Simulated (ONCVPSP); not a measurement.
What one change does to a pseudopotential (rubidium, ONCV)

| Item | Value |
| --- | --- |
| Element | rubidium |
| Generator | ONCVPSP 4.0.1 |
| Type | optimised norm-conserving Vanderbilt (ONCV) |
| Functional | LDA (Perdew-Zunger) |
| Relativity | scalar-relativistic |
| Frozen core | [Ar] 3d10 |
| Valence charge | 9 |
| Reference configuration | 4s2 4p6 5s1 |
| Partial waves | 4s+5s: rc 1.95 bohr, ncon 4, nbas 7, qcut 5.9 1/bohr, 3 projectors, debl 3.8 Ha; 4p: rc 2.30 bohr, ncon 4, nbas 8, qcut 7.2 1/bohr, 2 projectors, debl 1.4 Ha; d scattering state at 0.3 Ha: rc 1.75 bohr, ncon 4, nbas 7, qcut 4.8 1/bohr, local |
| Local potential | the d channel |
| Core correction | polynomial model core, fcfact 0.75 |

Change: p: rc 3.34.

Cutoffs: the cutoffs (Ha) at which the residual kinetic energy of the hardest occupied pseudo-wave falls to 1 and 0.1 mHa per electron; they do not see the model core or the augmentation charge, which bear on the density cutoff. Errors are all-electron minus pseudo energies relative to the spin-unpolarised reference configuration.

Question: Predict the effect on cutoff, ghosts and configuration errors.

Answer: The potential gets neither clearly harder nor softer (13 Ha and 15 Ha → 13 Ha and 15 Ha); the s channel sets the loose cutoff, while the largest relative change is in p, which becomes harder; the lowest positive-energy flag moves from p at 14.0 eV to none; of the 4 tests that both files solve, the error grows in 1 and shrinks in 1 by more than 15 % and 0.3 meV (median size 2.7 → 0.1 meV); neither file shows a bound ghost.

```tsv
quantity	base	changed
cutoff, loose	13 Ha	13 Ha
cutoff, tight	15 Ha	15 Ha
loose cutoff by channel	s 13 Ha, p 6.9 Ha	s 13 Ha, p 9.7 Ha
bound ghosts	none	none
GHOST(+) flags under 300 eV	p at 14.0 eV	none
error for 4s2 4p6 5s0, meV [ΔE 4.28 eV]	-0.1	-0.1
error for 4s2 4p6 5s0.5, meV [ΔE 1.66 eV]	0.0	0.0
error for 4s2 4p6 5s0 5p1, meV [ΔE 1.62 eV]	+5.4	+0.2
error for 4s2 4p5 5s1, meV [ΔE 21.24 eV]	-13	-51
s: phases at 1.97 bohr within 0.05 rad from the reference energy up to (Ha; the scan ends near 5)	to the end of the scan	to the end of the scan
d: phases at 1.77 bohr within 0.05 rad from the reference energy up to (Ha; the scan ends near 5)	to the end of the scan	to the end of the scan
rms error of d²Exc/dni dnj with the model core, mHa	0.29	0.31
```
